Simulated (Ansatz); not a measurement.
## Worked example: a bond strength in CH3AlF2 (SMILES [CH3][Al]([F])[F])

The species is CH3AlF2 (7 atoms), meant as a singlet with charge 0. SMILES: `[CH3][Al]([F])[F]`. The shape was relaxed beforehand at PBE0/def2-SVP.

```
atom    x (Å)    y (Å)    z (Å)
   C  -0.2551   0.8282  -0.2401
  Al   0.2928  -0.9542   0.2452
   F   1.5230  -1.2285   1.3241
   F  -0.4248  -2.3131  -0.3797
   H  -1.0839   0.8230  -0.9633
   H  -0.5772   1.3910   0.6509
   H   0.5863   1.3855  -0.6827
```

Wanted: the dissociation energy of the H5–C1 bond into doublet H and doublet CH2AlF2 (shapes relaxed at PBE0/def2-SVP, no zero-point term). 1 Eh = 2625.50 kJ/mol = 27.2114 eV. Totals in Eh; open shells run unrestricted unless said.

```tsv
level	program	CH3AlF2	doublet H	doublet CH2AlF2
HF/def2-TZVP	Ansatz	-480.694135	-0.499810	-480.070163
PBE/def2-TZVP	Ansatz	-481.922402	-0.499616	-481.256812
B3LYP/def2-TZVP	Ansatz	-482.337675	-0.502154	-481.669341
```

**Question.** Work out the dissociation energy at each level.

**Answer.** 
1. HF/def2-TZVP: (-0.499810) + (-480.070163) − (-480.694135) = 0.124162 Eh = 326.0 kJ/mol = 3.38 eV.
2. PBE/def2-TZVP: (-0.499616) + (-481.256812) − (-481.922402) = 0.165974 Eh = 435.8 kJ/mol = 4.52 eV.
3. B3LYP/def2-TZVP: (-0.502154) + (-481.669341) − (-482.337675) = 0.166180 Eh = 436.3 kJ/mol = 4.52 eV.

The levels span 326 to 436 kJ/mol; no measured value is set beside them. Hartree–Fock lacks the correlation of the electrons that are unpaired, so it comes out low. A bond enthalpy at 298 K also holds the loss of zero-point energy and thermal terms.
